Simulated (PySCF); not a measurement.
SnBr₂, SMILES [Sn]([Br])[Br] (connectivity only; charge and spin as stated), neutral, multiplicity 1.

Geometry optimised at PBE-D3(BJ)/def2-SVP. The isomer is the one that the SMILES or the coordinates give; other isomers of the formula were not compared. The def2 effective core potentials stand for the cores of Sn; spin–orbit coupling is left out.

Computed with PBE-D3(BJ)/def2-SVP (PySCF 2.14.0).

Frequencies are harmonic and unscaled.

```csv
mode,ν (cm⁻¹),IR (km/mol),moving atoms (share of kinetic energy)
1,72,0.7,"Br 81 %, Sn 19 %"
2,235,47.4,"Br 56 %, Sn 44 %"
3,237,18.6,"Br 62 %, Sn 38 %"
```
